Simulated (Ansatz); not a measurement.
Ansatz results at the PBE0-D4/def2-TZVP geometry: LUMO energy (PBE/def2-TZVPP) -0.64 eV; HOMO energy (B3LYP/def2-TZVPP) -7.81 eV; size of the dipole moment (PBE/def2-TZVPP) 1.62 D.

Each molecule was computed in one conformer, which needn't be the lowest.

Q: Which molecule gave them?
A. `N[SiH](F)CCl`
B. `FCN[SiH2]Cl`
C. `NBOCCF`
D. `C[NH][GeH2][SiH3]`

A: A. The others give `FCN[SiH2]Cl`: -0.54, -7.97, 1.13; `NBOCCF`: 0.34, -7.33, 1.35; `C[NH][GeH2][SiH3]`: -0.82, -6.27, 0.80.

B3LYP here is the variant with VWN-RPA as its local correlation; programs differ in this.
